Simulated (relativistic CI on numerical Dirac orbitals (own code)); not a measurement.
## Spin-allowed bands of a d3 ion in a tetrahedral site, by hand

Problem. Take Δ = 6500 cm⁻¹ and B = 590 cm⁻¹ for a d3 ion in a tetrahedral site. Calculate the three spin-allowed bands.

Working.
1. The terms of highest spin are 4F (energy 0) and 4P (15B = 8850 cm⁻¹). Here the F term splits into A2 at +1.2Δ = 7800, T2 at +0.2Δ = 1300 and T1 at −0.6Δ = -3900 cm⁻¹.
2. The two T1 states mix through the element 0.4Δ: H = [[-3900, 2600], [2600, 8850]], with roots ½(H₁₁ + H₂₂) ∓ ½√[(H₂₂ − H₁₁)² + 4H₁₂²] = ½(4950) ∓ ½(13770) = -4410 and 9360 cm⁻¹.
3. The ground term is 4T1 at -4410 cm⁻¹.
4. Bands: 4T2 5710 cm⁻¹ (1751 nm), 4A2 12210 cm⁻¹ (819 nm), 4T1(P) 13770 cm⁻¹ (726 nm).

Check. Exact diagonalisation of the whole d3 shell with these parameters gives 4T2 5710, 4A2 12210, 4T1 13770 cm⁻¹. The match is exact, since without spin-orbit coupling no other term has this spin. The ratio of the second band to the first, 2.138, depends on Δ/B = 11.0 alone, which is how a Tanabe-Sugano diagram is read.
